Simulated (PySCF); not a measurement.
## Working with the constants of GeH

UHF-CCSD(T) constants of GeH, ²Π (doublet), unpaired electrons π ↑ (Ge cc-pVDZ-PP with ECP10, H cc-pVDZ; scalar-relativistic core potentials (PySCF 2.14); masses 73.9212 and 1.0078 u):

| Quantity | Value |
| --- | --- |
| ωe | 1881.7 cm⁻¹ |
| ωexe | 31.8 cm⁻¹ |
| Be | 6.6023 cm⁻¹ |
| αe | 0.180 cm⁻¹ |
| D (centrifugal) | 0.000325 cm⁻¹ |
| De to Ge + H | 2.69 eV |

**Question.** Give the vibrational terms G(v) and spacings up to v = 6.

**Answer.** G(v) = ωe(v+½) − ωexe(v+½)².

```tsv
v	G(v) (cm⁻¹)	G(v) − G(v−1)	Bv (cm⁻¹)
0	933		6.512
1	2751	1818	6.332
2	4506	1754	6.152
3	6196	1691	5.972
4	7824	1627	5.792
5	9387	1564	5.612
6	10888	1500	5.432
```

**Question.** How well does the Morse estimate ωe²/(4ωexe) reproduce De, and what is D0?

**Answer.** It gives 3.45 eV, 128 % of the computed De. D0 = De − G(0) = 2.69 − 0.12 = 2.57 eV.

Correlated steps freeze 4 core orbitals. Correlated levels converge slowly with the basis: in double zeta they bind strong bonds too weakly, by up to about 1 eV, and carry superposition errors of some tenths. Spin–orbit coupling is left out. The state is the lowest determinant that a PBE0 search found; another state may lie lower at other levels.
